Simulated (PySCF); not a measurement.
# Correlation energy of Er⁵¹⁺ (erbium, charge +51)

[Ne] 3s2 3p5, 2P determinant. Computed with PySCF 2.14 in an even-tempered Gaussian basis (16 s from 12 bohr⁻², ratio 2.5; 10 p from 15 bohr⁻², ratio 2.5; 4 d from 64 bohr⁻², ratio 2.7; 4 f from 97 bohr⁻², ratio 2.7), with the non-relativistic Hamiltonian (point nucleus). Frozen: 1s2; 15 electrons correlated; the 17 highest virtual orbitals of each spin left out.

MP2 pair energies summed by pair of shells (mhartree):

```tsv
pair	energy	share (%)
2p-2p	-183.81	30.8
3p-3p	-129.24	21.7
2p-3p	-103.03	17.3
3s-3p	-60.30	10.1
2s-2p	-52.16	8.7
2p-3s	-22.98	3.9
2s-3p	-19.88	3.3
2s-2s	-10.30	1.7
3s-3s	-8.13	1.4
2s-3s	-6.47	1.1
```

Total MP2 correlation energy: -596.30 mhartree.

At this charge a non-relativistic calculation is a model, useful for the Z dependence of the correlation energy.
